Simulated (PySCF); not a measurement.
Be(H)(Me) (CH₄Be), SMILES [BeH][CH3].

The structure is a stationary point at PBE0-D3(BJ)/def2-TZVPD.

Method: CAM-B3LYP/def2-TZVPD (PySCF).

The molecule is in vacuum.

Problem. Estimate the frontier levels, gap, dipole moment and polarisability. (An estimate is asked for; the answer gives what the named calculation found.)

Solution. 
```
Property                                                                                                        Value
---------------------------------------------------------------------------------------------  ----------------------
highest occupied level                                                                                       -9.84 eV
lowest empty level                                                                                            0.43 eV
orbital gap                                                                                                  10.27 eV
dipole moment                                                                                                  0.56 D
quadrupole, principal values (traceless, Buckingham form, about the centre of nuclear charge)   -6.11, 3.05, 3.05 D·Å
mean static polarisability                                                                       31.3 bohr³ (4.64 Å³)
polarisability, principal values                                                               29.5, 29.5, 34.8 bohr³
```
